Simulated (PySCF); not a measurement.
**Calculated NMR parameters of C=N[Si@H]1C[C@H](C=O)C1**

| Property | Result |
| --- | --- |
| Formula | C5H9NOSi |
| SMILES | C=N[Si@H]1C[C@H](C=O)C1 |
| InChI | InChI=1S/C5H9NOSi/c1-6-8-3-5(2-7)4-8/h2,5,8H,1,3-4H2/t5-,8- |
| Point group of the computed structure | C1 |
| Degrees of unsaturation | 3 |
| Carbon signals | 4 |
| Proton signals | 7 |

Atom-mapped SMILES (the numbers label the heavy atoms): `[CH2:1]=[N:2][Si@H:3]1[CH2:4][C@H:5]([CH:6]=[O:7])[CH2:8]1`; H(Xn) means a hydrogen on atom n. Ha(C4), Ha(C8) are cis to N2 on the ring; Ha(C1) is cis to Si3; Hb(C4), Hb(C8) are trans to N2 on the ring; Hb(C1) is trans to Si3.

[PySCF 2.14.0 with density-fitted response routines: NMR shieldings at PBE0/pcSseg-1/GIAO; geometry from GFN2-xTB; non-relativistic; no solvent model; a single conformation; rapidly exchanging positions averaged]

Scale: TMS for 1H (σref 31.72) and 13C (σref 186.93) and 29Si (σref 349.16); 15N (σref 267.73) vs NH3; 17O (σref 336.08) against H2O (reference shieldings calculated alike).

| carbon | δC, type | δH (multiplicity) | HMBC from (2–3 bonds) | span of the C tensor (ppm) |
| --- | --- | --- | --- | --- |
| C1 | 173.7, CH2 | Ha(C1) 8.72 (m); Hb(C1) 8.68 (m) | H(Si3) | 207 |
| C4/C8 | 16.8, CH2 | Hb(C4) 1.52 (m); Ha(C4) 1.76 (m) | H(C6), H(Si3), H(C5), Ha(C4)/Ha(C8), Hb(C4)/Hb(C8) | 31 |
| C5 | 44.5, CH | 3.39 (m) | H(C6), H(Si3), Ha(C4)/Ha(C8), Hb(C4)/Hb(C8) | 33 |
| C6 | 210.3, CH | 10.38 (d) | H(C5), Ha(C4)/Ha(C8), Hb(C4)/Hb(C8) | 225 |

Other nuclei:
| atoms | nucleus | environment | δ (ppm) | σ (ppm) |
| --- | --- | --- | --- | --- |
| H(Si3) | 1H | hydrogen on a silicon bonded to 2 C, N, in a 4-membered ring | 5.62 | 26.10 |
| Si3 | 29Si | silicon bonded to 2 C, N, H, in a 4-membered ring | -13.4 | 362.5 |
| N2 | 15N | imine nitrogen | 428.7 | -161.0 |
| O7 | 17O | aldehyde oxygen | 645.1 | -309.1 |

1. Carbon types of the structure: 2 × CH, 3 × CH2, leaving 1 H on heteroatoms.
2. δC 210.3: aldehyde carbonyl carbon; low-lying n→π* states of the double bond to the heteroatom give a large paramagnetic term (-272 ppm).
3. δC 173.7: C=N carbon.
4. δC 44.5: sp3 CH α to a carbonyl; α to the electron-withdrawing carbonyl group.
5. δH 10.38: hydrogen on an aldehyde carbonyl carbon; deshielded by the polar, anisotropic C=O bond.
6. δH 8.72, 8.68: hydrogen on a C=N carbon.

Shifts are as computed. Against solution values, carbons near 30 ppm lie about +3 ppm off and those near 130 ppm about +5 ppm. Of 1309 compounds with measured shifts, 239 miss one by over three times the rms of a fit or turn the order of signals round; such compounds aren't used in these exercises. Unscaled 17O shifts of doubly bonded oxygen tend to come out too high, by tens of ppm or more. Experimental scales use liquid or dissolved standards, which lie at an offset from isolated NH3 (liquid NH3: subtract about 20 ppm) and H2O (liquid H2O: subtract about 36 ppm). Unscaled 15N shifts of sp2 nitrogen come out 20 to 40 ppm too high even then. Multiplicities follow the n + 1 count of equivalent neighbours, as no J values were calculated; m marks all less simple cases, F and P coupling included.
